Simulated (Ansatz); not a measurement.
Geometry optimisation of the cluster Ga₃⁻.

```yaml
crystal:
  periodic: [false, false, false]
  atoms:
    - {symbol: Ga, position_ang: [-0.482345, -0.684299, 1.187777]}
    - {symbol: Ga, position_ang: [-0.356924, 1.382986, -0.237143]}
    - {symbol: Ga, position_ang: [0.839278, -0.698687, -0.950644]}
basis:
  gaussian: {orbitals: def2-TZVPD}
total_charge: -1
magnetization: {spin_polarized: true, initial_magnetization: 2}
hamiltonian: {xc: pbe, dispersion: d4}
scf: {lower_state_search: "off"}
output: {orbitals: {seedname: orbitals}}
relax: {f_tol: 0.02, max_steps: 100}
```

```sh
$ ansatz run in.yaml --threads 4 --pin off --events-out ev --progress --plain --max-ram 3916MiB
```

It prints (some lines left out):

```
Functional definition: PBE
mean field -157111.20696896 eV, -5773.7303623085 hartree, gradient 2.9e-6 eV, S^2 2.006845; 0 other end points of the search recorded, 0 dependent functions left out
relax step   1: F+E_penalty+E_count = -157111.30908189 eV  Δ(F+E_penalty+E_count) = +0.000e0 eV  max|allowed force component| = 5.571e-1 eV/Å  Δτ_max = 0.0000 Å  (39 SCF iters, accepted)
mean field -157111.24260313 eV, -5773.7316718398 hartree, gradient 1.8e-6 eV, S^2 2.007157; 0 other end points of the search recorded, 0 dependent functions left out
relax step   2: F+E_penalty+E_count = -157111.34465640 eV  Δ(F+E_penalty+E_count) = -3.557e-2 eV  max|allowed force component| = 1.270e-1 eV/Å  Δτ_max = 0.0581 Å  (27 SCF iters, accepted)
mean field -157111.24490903 eV, -5773.7317565800 hartree, gradient 2.0e-6 eV, S^2 2.007248; 0 other end points of the search recorded, 0 dependent functions left out
relax step   3: F+E_penalty+E_count = -157111.34694820 eV  Δ(F+E_penalty+E_count) = -2.292e-3 eV  max|allowed force component| = 2.054e-2 eV/Å  Δτ_max = 0.0183 Å  (29 SCF iters, accepted)
mean field -157111.24505699 eV, -5773.7317620177 hartree, gradient 1.5e-6 eV, S^2 2.007230; 0 other end points of the search recorded, 0 dependent functions left out
relax step   4: F+E_penalty+E_count = -157111.34709490 eV  Δ(F+E_penalty+E_count) = -1.467e-4 eV  max|allowed force component| = 3.051e-2 eV/Å  Δτ_max = 0.0029 Å  (27 SCF iters, accepted)
mean field -157111.24627909 eV, -5773.7318069291 hartree, gradient 1.5e-6 eV, S^2 2.007071; 0 other end points of the search recorded, 0 dependent functions left out
relax step   5: F+E_penalty+E_count = -157111.34831779 eV  Δ(F+E_penalty+E_count) = -1.223e-3 eV  max|allowed force component| = 9.003e-2 eV/Å  Δτ_max = 0.0065 Å  (31 SCF iters, accepted)
mean field -157111.25424756 eV, -5773.7320997650 hartree, gradient 1.8e-6 eV, S^2 2.006382; 0 other end points of the search recorded, 0 dependent functions left out
relax step   6: F+E_penalty+E_count = -157111.35629563 eV  Δ(F+E_penalty+E_count) = -7.978e-3 eV  max|allowed force component| = 1.764e-1 eV/Å  Δτ_max = 0.0189 Å  (33 SCF iters, accepted)
mean field -157111.27323028 eV, -5773.7327973669 hartree, gradient 1.6e-6 eV, S^2 2.005616; 0 other end points of the search recorded, 0 dependent functions left out
relax step   7: F+E_penalty+E_count = -157111.37533522 eV  Δ(F+E_penalty+E_count) = -1.904e-2 eV  max|allowed force component| = 1.090e-1 eV/Å  Δτ_max = 0.0398 Å  (35 SCF iters, accepted)
mean field -157111.27301587 eV, -5773.7327894875 hartree, gradient 9.8e-6 eV, S^2 2.005175; 0 other end points of the search recorded, 0 dependent functions left out
relax step   8: F+E_penalty+E_count = -157111.37571452 eV  Δ(F+E_penalty+E_count) = -3.793e-4 eV  max|allowed force component| = 1.544e-1 eV/Å  Δτ_max = 0.0694 Å  (26 SCF iters, accepted)
mean field -157111.27850850 eV, -5773.7329913378 hartree, gradient 1.1e-6 eV, S^2 2.005325; 0 other end points of the search recorded, 0 dependent functions left out
relax step   9: F+E_penalty+E_count = -157111.38082439 eV  Δ(F+E_penalty+E_count) = -5.110e-3 eV  max|allowed force component| = 1.689e-2 eV/Å  Δτ_max = 0.0318 Å  (28 SCF iters, accepted)
mean field -157111.27853269 eV, -5773.7329922267 hartree, gradient 5.2e-6 eV, S^2 2.005303; 0 other end points of the search recorded, 0 dependent functions left out
relax step  10: F+E_penalty+E_count = -157111.38089504 eV  Δ(F+E_penalty+E_count) = -7.065e-5 eV  max|allowed force component| = 2.082e-3 eV/Å  Δτ_max = 0.0044 Å  (23 SCF iters, accepted)
Total energy: -157111.38093595 eV, -5773.7367554772 hartree
Atom 0 at    -0.467799    -0.807128     1.236705 Å, force    -0.000626    -0.001284     0.001776 eV/Å
Atom 1 at    -0.329916     1.476152    -0.336051 Å, force     0.001137    -0.000799    -0.001375 eV/Å
Atom 2 at     0.797724    -0.669024    -0.900663 Å, force    -0.000511     0.002082    -0.000401 eV/Å
Dipole moment:     0.019880    -0.016555    -0.022516 e Å
Checks for a lower state left out: stability, starts, cluster_reference, orbital_swaps, neighbouring_geometries, increment
```

Run time 23 s (4 threads of Arm Neoverse V2 on a shared host).

The highest occupied level of the charge -1 triplet lies above zero (up to 0.73 eV). It is a level of α spin, whose loss leaves a doublet; that state wasn't run at this geometry and level. The electron is either unbound and held by the finite basis, or the level is raised by self-interaction error. The relaxation made no stability test and no search for a lower SCF solution. At PBE-D4/def2-TZVPD a singlet of charge -1 lies 0.18 eV below the triplet, each at its own geometry. The structure comes from a short search, and lower isomers may exist.
